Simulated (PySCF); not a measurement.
## Multinuclear NMR of C6H9FO2Si

Mapped SMILES: `[CH3:1][C:2]#[C:3][SiH2:4][O:5][C@@H:6]1[CH2:7][C@H:8]([F:9])[O:10]1`. Hydrogens are named by the atom that carries them. Ha(C7) is cis to O5 on the ring; Ha(Si4) is pro-R; Hb(Si4) is pro-S; Hb(C7) is trans to O5 on the ring.

All values are calculated (PySCF): GIAO PBE0/pcSseg-1 shieldings, coordinates at the GFN2-xTB level. One conformer, non-relativistic, fast rotation and ring inversion assumed for equivalent nuclei, in vacuum.

Question: Predict the ¹⁹F NMR data.

Answer: 
```json
{"atoms": "F9", "environment": "fluorine on an sp3 carbon", "σ (ppm)": "288.7", "δ (ppm)": "-99.9"}
```

Shieldings were converted by a linear fit to measured shifts: ¹⁹F: δ = 146.13 − 0.903σ +14.6 on sp3 carbon (rms 6.0 ppm, 223 shifts, 7.0 ppm with the 5 outliers that the fit left out vs CFCl3, solution or neat liquid). Occasional misses reach two or three times the rms, and more in compound classes unlike the fitted ones.

On a 500 MHz spectrometer ¹⁹F resonates near 470.5 MHz, so 1 ppm is 470.5 Hz.

Question: Predict the ²⁹Si NMR data.

Answer: 
```json
{"atoms": "Si4", "environment": "silicon bonded to C, O, 2 H", "σ (ppm)": "402.3", "δ (ppm)": "-50.7"}
```

Shieldings were converted by a linear fit to measured shifts: ²⁹Si (scatter 8.9 ppm rms, 25.8 ppm with the 6 outliers that the fit left out vs TMS, solution or neat liquid). A few per cent of atoms miss by over 2 rms, more outside the fitted compound classes.

On a 500 MHz spectrometer ²⁹Si resonates near 99.3 MHz, so 1 ppm is 99.3 Hz.

Question: Where does ¹⁷O resonate?

Answer: 
| atoms | environment | σ (ppm) | δ (ppm) |
| --- | --- | --- | --- |
| O10 | ether oxygen | 164.9 | 116.4 |
| O5 | oxygen bonded to C, Si | 240.2 | 47.9 |

Shieldings were converted by a linear fit to measured shifts: ¹⁷O: δ = 266.70 − 0.911σ (rms 10.7 ppm, 155 shifts, 12.2 ppm with the 3 outliers that the fit left out vs liquid water, solution or neat liquid). A few per cent of atoms miss by over 2 rms, more outside the fitted compound classes.

On a 400 MHz spectrometer ¹⁷O resonates near 54.2 MHz, so 1 ppm is 54.2 Hz.
